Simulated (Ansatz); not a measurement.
Reaction (atomization): `CBC(C)F` → B• + 3 C• + F• + 8 H•

Program: Ansatz. Geometries: PBE0-D4/def2-TZVP. ΔE: electronic, gas phase. CCSD(T)/CBS is the MP2 limit (def2-TZVPP, def2-QZVPP) plus CCSD(T) − MP2 in def2-TZVPP, frozen cores. This one scheme is used for every species, atoms too. Functionals use def2-TZVPP. B3LYP here is the variant with VWN-RPA as its local correlation; programs differ in this. Open shells (•) are unrestricted, without spin–orbit coupling. Spin–orbit coupling would lower the free atoms: a little for B, C, F. One conformer a species, not always the lowest.

Problem. What is ΔE at CCSD(T)/CBS? (Estimate.)

Solution. Computed: +51.80 eV.

Problem. What do these levels give: PBE0-D4, ωB97X-V, PBE, r2SCAN, B3LYP, HF/def2-TZVPP? (Estimate.)

Solution. Ansatz gave: PBE0-D4 52.25, ωB97X-V 52.02, PBE 52.72, r2SCAN 52.13, B3LYP 51.72, HF/def2-TZVPP 39.60 eV.

Largest T1 diagnostic among the species: 0.014.

The D4 term adds +0.33 eV with B3LYP and +0.17 eV with PBE0; it sums over pairs of atoms, weighted by their polarisabilities, and B3LYP, whose exchange is more repulsive, gets the larger term. From PBE to PBE0 (25 % exact exchange), in def2-TZVPP and without D4, ΔE moves by −0.64 eV: exact exchange takes away binding that semilocal exchange gives to molecules.

For atomizations the MP2-based limit and the directly extrapolated one differ by several kJ/mol either way, and by 10 to 25 for some Ge, Se and Sn compounds, so smaller differences from it don't rank the levels.
